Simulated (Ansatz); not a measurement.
FeBr2, 3 atoms. Hardware: 2 threads of Intel Xeon Platinum 8375C on a shared host.

Correlated methods freeze 23 core orbitals; core or outer-core shells of Fe, Br are correlated, in sets that lack core-valence functions.

(1) How many basis functions does each of these Ansatz runs have, and roughly what does it cost? PBE-D4/def2-TZVP, charge 0 singlet, energy, from earlier orbitals; r2SCAN-D4/def2-TZVP, charge 0 singlet, energy, from earlier orbitals; BHLYP-D4/def2-TZVP, charge 0 singlet, energy, from earlier orbitals; r2SCAN-D4/def2-TZVP, charge 0 quintet, energy, from earlier orbitals; PBE-D4/def2-TZVP, charge 0 singlet, relaxation, 3 steps; LDA (SPW92)/def2-TZVP, charge 0 quintet, energy, from earlier orbitals; PBE with 15 % exact exchange/def2-TZVP, charge 0 quintet, energy, from earlier orbitals; MP2/def2-TZVP, charge 0 singlet, energy, from earlier orbitals; r2SCANh-D4/def2-TZVP, charge 0 singlet, energy, from earlier orbitals; PBE with 35 % exact exchange/def2-TZVP, charge 0 quintet, energy, from earlier orbitals; B2PLYP/def2-TZVP, charge 0 quintet, energy, from earlier orbitals; PBE with 15 % exact exchange/def2-TZVP, charge 0 singlet, energy, from earlier orbitals.

Answers

(1) Other jobs shared the machine, so times can vary by a factor of up to 3. A dash marks memory too small to be measured apart from the calling script's.

```tsv
run	functions	wall time	peak host memory (GiB)
PBE-D4/def2-TZVP, charge 0 singlet, energy, from earlier orbitals	141	8.5 s	–
r2SCAN-D4/def2-TZVP, charge 0 singlet, energy, from earlier orbitals	141	10 s	–
PBE with 15 % exact exchange/def2-TZVP, charge 0 singlet, energy, from earlier orbitals	141	10 s	–
PBE with 15 % exact exchange/def2-TZVP, charge 0 quintet, energy, from earlier orbitals	141	13 s	0.58
LDA (SPW92)/def2-TZVP, charge 0 quintet, energy, from earlier orbitals	141	13 s	–
BHLYP-D4/def2-TZVP, charge 0 singlet, energy, from earlier orbitals	141	16 s	–
r2SCANh-D4/def2-TZVP, charge 0 singlet, energy, from earlier orbitals	141	17 s	–
PBE with 35 % exact exchange/def2-TZVP, charge 0 quintet, energy, from earlier orbitals	141	17 s	0.77
MP2/def2-TZVP, charge 0 singlet, energy, from earlier orbitals	141	31 s	0.68
PBE-D4/def2-TZVP, charge 0 singlet, relaxation, 3 steps	141	34 s	–
B2PLYP/def2-TZVP, charge 0 quintet, energy, from earlier orbitals	141	39 s	0.8
r2SCAN-D4/def2-TZVP, charge 0 quintet, energy, from earlier orbitals	141	52 s	–
```
